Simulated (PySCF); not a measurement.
## Two-component Hartree-Fock for S²⁺ (sulfur, charge +2)

Start: [Ne] 3s1 3p2 4s1; 3s1/2 filled at m_j = +1/2; 3p3/2 filled at m_j = +1/2, +3/2; 4s1/2 filled at m_j = +1/2. Calculated with PySCF 2.14 in x2c-SVPall-2c with one added diffuse shell each of s, p type (5s5p1d, 25 functions): generalised Hartree-Fock with the X2C-1e Hamiltonian and a Gaussian nucleus; one run each with spin-orbit coupling (SO) switched off, then screened by Boettger's factors. This is a chosen level, not necessarily the ground level.

```csv
spinor shell,electrons,"ε, spin-free (eV)","ε, screened SO (eV)",weight of nominal j (screened SO),"rms radius, screened SO (bohr)"
1s1/2,2,-2545.3,-2545.3,1.000,0.112
2s1/2,2,-280.07,-280.08,1.000,0.516
2p1/2,2,-215.92,-217.11,0.773,0.489
3s1/2,1,-55.769,-55.773,1.000,1.63
3p3/2,2,-40.972,-40.953,0.828,1.83
4s1/2,1,-16.604,-16.605,1.000,4.08
```

Question: Where does 2p3/2 lie, and what is the 2p spin-orbit splitting (screened SO)?

Answer: At -215.35 eV, 1.768 eV above 2p1/2.

```
   quantity   spin-free  screened SO
E (hartree)  -396.35490   -396.35362
        M_J           3            3
       ⟨J²⟩      12.004       12.004
       ⟨L²⟩       2.003        2.004
       ⟨S²⟩       6.000        6.000
```

Each row is a mean over spinors that exchange with the open shell spreads, by up to 2.546 eV (2p3/2).

Rows whose weight is well below 1 are mixtures of j = l ± 1/2: exchange outweighs spin-orbit coupling there, and the label is only the starting occupation.

Without spin-orbit coupling the j labels of p, d and f shells carry no meaning; the spin-free column gives the mean over the occupied spinors of each nl shell.
